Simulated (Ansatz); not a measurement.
`[NH2][GeH2][NH][SiH](N)F` → `[NH2][GeH2][NH2]` + `N[Si]F`  (silylene formation by 1,1-elimination)

Isolated molecules relaxed with PBE0-D4/def2-TZVP in Ansatz; ΔE leaves out vibrations. CCSD(T)/CBS is the MP2 limit (def2-TZVPP, def2-QZVPP) plus CCSD(T) − MP2 in def2-TZVPP, frozen cores. This one scheme is used for every species. Functionals use def2-TZVPP. B3LYP here is the variant with VWN-RPA as its local correlation; programs differ in this. For Ge outer-core shells are correlated without core-valence functions, which leaves a few kJ/mol of doubt a bond. Scalar relativity is left out up to krypton. One conformer a species, not always the lowest.

```
             level  ΔE (eV)  difference from CCSD(T)/CBS
            PBE-D4     2.17                        -0.19
         r2SCAN-D4     2.44                         0.08
           PBE0-D4     2.37                         0.01
          B3LYP-D4     2.26                        -0.10
           ωB97X-V     2.40                         0.04
           ωB97M-V     2.25                        -0.11
            B2PLYP     2.21                        -0.15
               PBE     2.02                        -0.34
            r2SCAN     2.40                         0.04
              PBE0     2.24                        -0.12
             B3LYP     2.02                        -0.34
     HF/def2-TZVPP     2.28                        -0.08
    MP2/def2-TZVPP     2.49                         0.13
SCS-MP2/def2-TZVPP     2.38                         0.02
   CCSD/def2-TZVPP     2.32                        -0.04
CCSD(T)/def2-TZVPP     2.33                        -0.03
     HF/def2-QZVPP     2.28                        -0.08
    MP2/def2-QZVPP     2.50                         0.14
SCS-MP2/def2-QZVPP     2.40                         0.04
      HF/CBS(def2)     2.28                        -0.08
     MP2/CBS(def2)     2.52                         0.16
    CCSD/CBS(def2)     2.35                        -0.01
       CCSD(T)/CBS     2.36                            0
```

Largest T1 diagnostic among the species: 0.014.

The D4 term adds +0.24 eV with B3LYP and +0.13 eV with PBE0; it sums over pairs of atoms, weighted by their polarisabilities, and B3LYP, whose exchange is more repulsive, gets the larger term. In def2-TZVPP, CCSD(T) changes the Hartree–Fock value by +0.05 eV (the triples alone add +0.01 eV) and MP2 by +0.20 eV.
